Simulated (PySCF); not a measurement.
C₂H₅FOSi₂, SMILES FC1=CO[SiH2][SiH2]1. Geometry optimised at PBE-D3(BJ)/def2-SVP. This is a generated structure with no PubChem entry under its InChIKey; it may be hypothetical.

Q: Give the equilibrium geometry at PBE-D3(BJ)/def2-SVP (PySCF confirms it by a frequency run) as bond lengths and angles, and its point group. (The exact figures need the calculation; the answer reports its results.)

A: point group Cs.
Atoms: F1 C2 C3 O4 Si5 Si6 H7 H8 H9 H10 H11. Bonded distances (Å): F1–C2 1.359, C2–C3 1.363, C2–Si6 1.887, C3–O4 1.361, C3–H7 1.104, O4–Si5 1.737, Si5–Si6 2.353, Si5–H8 1.501, Si5–H9 1.501, Si6–H10 1.504, Si6–H11 1.504. Angles (°): F1–C2–C3 119.2, F1–C2–Si6 123.4, C3–C2–Si6 117.4, C2–C3–O4 124.0, C2–C3–H7 121.9, O4–C3–H7 114.1, C3–O4–Si5 116.8, O4–Si5–Si6 94.9, O4–Si5–H8 107.9, O4–Si5–H9 107.9, Si6–Si5–H8 117.5, Si6–Si5–H9 117.5, H8–Si5–H9 109.4, C2–Si6–Si5 86.9, C2–Si6–H10 113.8, C2–Si6–H11 113.8, Si5–Si6–H10 116.0, Si5–Si6–H11 116.0, H10–Si6–H11 109.0.
